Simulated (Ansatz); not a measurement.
Basis-set extrapolation for `C[SiH]1BCC1` (PBE0-D4/def2-TZVP geometry, frozen core, Ansatz 0.2.0). Multiplicity 1, RHF reference.

```tsv
	def2-TZVPP	def2-QZVPP
HF	-432.478679	-432.494104
MP2 correlation	-0.738761	-0.786241
CCSD(T) correlation	-0.831474	not run
```

Energies in hartree. Use E(X) = E(∞) + A·exp(−7.88·√X) for Hartree–Fock and E(X) = E(∞) + B·X^(−2.97) for correlation, with X = 3 and 4, and add CCSD(T) minus MP2 of the smaller set to the MP2 limit.

Q: What is the CCSD(T) energy at the basis-set limit?

A: HF limit: -432.494104 + (-0.015425) × 0.13774 = -432.49623. MP2 limit: -0.786241 + (-0.047480) × 0.74074 = -0.82141. Higher-order term: -0.831474 − (-0.738761) = -0.09271. Total: -433.41035 hartree, 263.1 kJ/mol below CCSD(T)/def2-TZVPP.
